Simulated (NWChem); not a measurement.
# C₄H₄ClF; SMILES Cl/C=C\C=C/F

```xyz
10

F     -0.2960    -2.9742     0.0000
C      0.7283    -2.1273     0.0000
C      0.5618    -0.7998     0.0000
C     -0.7283    -0.1465     0.0000
C     -0.9419     1.1781     0.0000
Cl     0.3144     2.3605     0.0000
H      1.6973    -2.6335     0.0000
H      1.4630    -0.1827     0.0000
H     -1.6179    -0.7828     0.0000
H     -1.9436     1.6112     0.0000
```
Atoms are numbered in this order, from 1.

Program: NWChem. STO-3G and 3-21G are far too small for this property and stand as cheap habits. Coordinates come from a PBE0/def2-SVP optimisation. Vertical excitations in the gas phase; the lowest state need not have the same character in each row.

For level PBE/3-21G, TDA:

- lowest excitation, singlet (eV): 5.81
- lowest state with f > 0.02, singlet (eV): 5.81
- orbital gap (eV): 3.74

Question: Estimate the same quantities for level PBE/def2-SVP, TDA.

Answer: The lowest excitation, singlet (eV) comes out as 5.54 and the lowest state with f > 0.02, singlet (eV) is 5.57. The orbital gap (eV) is 3.63.
